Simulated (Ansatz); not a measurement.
`C[SiH2][CH2][GaH2]` → `[CH3][GaH2]` + `C[SiH]`  (silylene formation by 1,1-elimination)

Isolated molecules relaxed with PBE0-D4/def2-TZVP in Ansatz; ΔE leaves out vibrations. CBS: MP2 limit from def2 TZ/QZ plus the TZ coupled-cluster correction, frozen cores. This one scheme is used for every species. Functionals use def2-TZVPP. HSE06 is defined as in plane-wave codes. For Ga outer-core shells are correlated without core-valence functions, which leaves a few kJ/mol of doubt a bond. Scalar relativity is left out up to krypton. One conformer a species, not always the lowest.

```csv
level,ΔE (kJ/mol)
PBE0,246.5
HSE06,246.6
RPA@PBE/def2-TZVPP,226.5
MP2/def2-TZVPP,261.8
```

**Question.** What does CCSD(T)/CBS give? (Estimate.)

**Answer.** The calculation gave: +248.3 kJ/mol. The listed levels differ from it by -1.8, -1.7, -21.8, 13.5 kJ/mol.

Largest T1 diagnostic among the species: 0.012.

From PBE to PBE0 (25 % exact exchange), in def2-TZVPP and without D4, ΔE moves by +12.2 kJ/mol. The D4 term adds +16.5 kJ/mol with B3LYP and +9.2 kJ/mol with PBE0; it sums over pairs of atoms, weighted by their polarisabilities, and B3LYP, whose exchange is more repulsive, gets the larger term. Leaving LDA and LC-ωPBE aside and taking each functional with its dispersion term where it has one, the values, not all of them listed here, spread over 39.3 kJ/mol, from BLYP-D4 to r2SCAN0-D4. LDA lies +34.8 kJ/mol from PBE without D4.

CCSD(T)/CBS has its own doubt, a few kJ/mol and more with outer-core shells, so smaller differences from it don't rank the levels.

B3LYP here is the variant with VWN-RPA as its local correlation; programs differ in this.
